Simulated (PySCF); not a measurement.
Which orbitals make which state

C₇H₁₀Si.
SMILES with atom numbers: `[CH2:1]=[C:2]=[C:3]([CH3:4])[C:5]#[C:6][SiH2:7][CH3:8]` (hydrogens: H9, H10 on C1; H11, H12, H13 on C4; H14, H15 on Si7; H16, H17, H18 on C8)

Structure used (GFN2-xTB), in Å, numbered top down from 1:
```
atom  x, y, z in Å
C1     2.9167    1.5882    1.0149
C2     2.3314    0.6326    0.3711
C3     1.7242   -0.3295   -0.2768
C4     2.4519   -1.3920   -1.0580
C5     0.3090   -0.4048   -0.2615
C6    -0.8975   -0.4910   -0.2660
Si7   -2.7394   -0.5886   -0.2456
C8    -3.3882    0.8522    0.8056
H9     3.1376    2.5373    0.5501
H10    3.2091    1.4844    2.0490
H11    3.5266   -1.2362   -1.0029
H12    2.1378   -1.3638   -2.1009
H13    2.2102   -2.3767   -0.6586
H14   -3.1380   -1.8756    0.3419
H15   -3.2336   -0.4837   -1.6259
H16   -4.4735    0.8450    0.8554
H17   -3.0823    1.8098    0.3936
H18   -3.0106    0.7987    1.8230
```

Method: TDDFT wB97X-D/def2-SVPD, vertical, gas phase, core orbitals frozen in the response in PySCF 2.14.0, density-fitted response routines.

Orbital energies (eV): HOMO-3 -10.91, HOMO-2 -10.04, HOMO-1 -9.58, HOMO -8.54, LUMO 0.94, LUMO+1 1.52, LUMO+2 2.19.

Task: Among the lowest singlets, which states do these configurations lead, and at what energies: HOMO-1→LUMO, HOMO→LUMO, HOMO→LUMO+2, HOMO-2→LUMO, HOMO→LUMO+1?

Result: 

```json
{"state": "S1", "leading configuration": "HOMO→LUMO+1", "weight": "0.85", "Δε (eV)": "10.06", "E (eV)": "5.20", "E − Δε (eV)": "-4.86", "f": "0.0000", "other configurations": "–"}
{"state": "S2", "leading configuration": "HOMO-1→LUMO", "weight": "0.90", "Δε (eV)": "10.52", "E (eV)": "5.47", "E − Δε (eV)": "-5.05", "f": "0.0006", "other configurations": "–"}
{"state": "S3", "leading configuration": "HOMO→LUMO", "weight": "0.79", "Δε (eV)": "9.48", "E (eV)": "5.48", "E − Δε (eV)": "-4.00", "f": "0.330", "other configurations": "H-1→L+1 (10%)"}
{"state": "S4", "leading configuration": "HOMO-2→LUMO", "weight": "0.87", "Δε (eV)": "10.98", "E (eV)": "5.95", "E − Δε (eV)": "-5.03", "f": "0.0006", "other configurations": "–"}
{"state": "S6", "leading configuration": "HOMO→LUMO+2", "weight": "0.77", "Δε (eV)": "10.73", "E (eV)": "6.71", "E − Δε (eV)": "-4.02", "f": "0.0023", "other configurations": "–"}
```

E − Δε runs from -5.05 to -4.00 eV. By orbital difference alone the order would be S3, S1, S2, S6, S4. Δε is the difference of the two orbital energies.

H and L stand for HOMO and LUMO. The other states: S5 6.21 eV, f 0.0006, H→L+3 (49%), H→L+6 (12%), H-3→L+1 (11%); S7 6.98 eV, f 0.809, H-1→L+1 (49%), H→L (16%), H-3→L (15%); S8 7.54 eV, f 0.211, H-2→L+1 (35%), H-1→L+1 (24%), H-3→L (13%).

Task: Which computed triplets share their leading configuration (75% or more) with a singlet, and how far apart are the partners?

Result: 

```
configuration  triplet  E(T) (eV)  singlet  E(S) (eV)  E(S) − E(T) (eV)
    HOMO→LUMO       T1       3.67       S3       5.48             +1.81
```

The 3 triplets are Tamm–Dancoff values, the singlets full response.

Summed over the main configurations (up to three a state, each over 8%) of all 8 singlets, the electron leaves HOMO with weight 3.17, HOMO-1 with weight 1.73, HOMO-2 with weight 1.22 and HOMO-3 with weight 0.39.

On Arm Neoverse V1, one thread (shared host), this took 82 s (with the writing of density and orbital grids) and 1.1 GiB of memory at its peak.
